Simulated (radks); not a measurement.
Q: The mean radii <r> (bohr) of the occupied orbitals of an atom or ion are listed with their occupations. Method: scalar-relativistic Kohn-Sham, r2SCAN, spin-unpolarised, spherical densities, finite nucleus; meta-GGA in the generalised Kohn-Sham scheme; Fermi nuclear charge, rms radius of each element as measured or else 0.836 A^(1/3) + 0.57 fm; computed with a radial shooting solver on a logarithmic mesh with Libxc functionals.

orbital  occ.      <r>
1s          2  0.03263
2s          2   0.1418
2p          6   0.1237
3s          2   0.3897
3p          6   0.3899
3d         10   0.3704
4s          2   0.9841
4p          6    1.085
4d          8    1.584
5s          1    3.306

Name the element and its charge.

A: Z = 45, rhodium, charge 0: Rh in [Kr] 4d8 5s1. The 1s radius gives Z: for a bare nucleus <r> = (2 gamma + 1)/(2Z) with gamma = sqrt(1 - (Z/c)^2), 0.0321 bohr for Z = 45, and screening makes it slightly larger (0.03263 here). The occupations add up to 45, and the charge is Z minus that.
